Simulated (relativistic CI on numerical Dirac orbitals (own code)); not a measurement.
Sensitivity of the levels of Mn3+ to α and to the nuclear radius

Calculated at this level of theory: Dirac-Coulomb-Breit CI, KLI orbitals optimised for each configuration, valence Slater integrals scaled by 0.85, P86 correlation energy added to each configuration, derivatives by finite differences, QED left out (own radial code, finite nucleus).

CI space (outside the closed core [Ne] 3s2): 3p6 3d4, 3p6 3d3 4s, 3p6 3d3 4p, 3p6 3d3 4d, 3p5 3d5, 3p6 3d2 4s2, 3p6 3d2 4s 4p, 3p6 3d2 4p2. Levels of other configurations are missing.

With x = (α/α₀)² − 1 an excitation energy changes as ω = ω₀ + qx; K = 2q/ω₀ is the relative enhancement. Terms are leading LS components, so labels can repeat. The field-shift factor is F = δν/δ⟨r²⟩ for the transition from the lowest level.

Lowest level 3p6 3d4 5D_0.

| Level | ω₀ (cm⁻¹) | q (cm⁻¹) | F (GHz/fm²) |
| --- | --- | --- | --- |
| 3p6 3d4 5D_1 | 90.8 | 96.85 | 0.000567 |
| 3p6 3d4 5D_2 | 266.5 | 278.6 | 0.00163 |
| 3p6 3d4 5D_3 | 517.5 | 528.2 | 0.00312 |
| 3p6 3d4 5D_4 | 832.9 | 828.8 | 0.00494 |
| 3p6 3d4 3H_4 | 19986.6 | 97.33 | 0.0335 |
| 3p6 3d4 3H_5 | 20157.8 | 293.1 | 0.0346 |
| 3p6 3d4 3H_6 | 20339.9 | 482.8 | 0.0357 |
| 3p6 3d4 3P_0 | 21410.1 | -615.4 | 0.0349 |
| 3p6 3d4 3P_1 | 21981.4 | -14.28 | 0.0384 |
| 3p6 3d4 3P_2 | 22964.9 | 903.8 | 0.044 |
| 3p6 3d4 3F_2 | 22999.3 | 264 | 0.0404 |
| 3p6 3d4 3F_3 | 23055.1 | 244.5 | 0.0403 |
| 3p6 3d4 3F_4 | 23145.0 | 311.1 | 0.0407 |
| 3p6 3d4 3G_3 | 25208.5 | 299 | 0.0431 |
| 3p6 3d4 3G_4 | 25420.7 | 514.9 | 0.0444 |
| 3p6 3d4 3G_5 | 25596.1 | 636.9 | 0.0451 |
| 3p6 3d4 1I_6 | 30158.6 | 338.7 | 0.051 |
| 3p6 3d4 1G_4 | 31768.2 | 521.2 | 0.0563 |
| 3p6 3d4 3D_3 | 32631.2 | 306.7 | 0.0551 |
| 3p6 3d4 3D_2 | 32710.7 | 375.6 | 0.0556 |
| 3p6 3d4 3D_1 | 32818.6 | 510.4 | 0.0563 |
| 3p6 3d4 1S_0 | 36954.4 | 491.8 | 0.0654 |
| 3p6 3d4 1D_2 | 39495.0 | 440.8 | 0.0686 |

For a near-neutral ion this model can misplace configurations by up to about 10,000 cm⁻¹ (more where the count of f electrons changes) and terms by 10 to 25 % of their spread. Rates follow the energies as ν³ (E1, M1) or ν⁵ (E2), so they and the lifetimes can be off by large factors. The fine structure of a lone outer electron comes out too small, for d and f at times inverted, and misplaced configurations move strength between like terms.

Question: Which transition from the lowest level has the largest |K|?

Answer: 3p6 3d4 5D_1 at 90.8 cm⁻¹, K = 2.13.
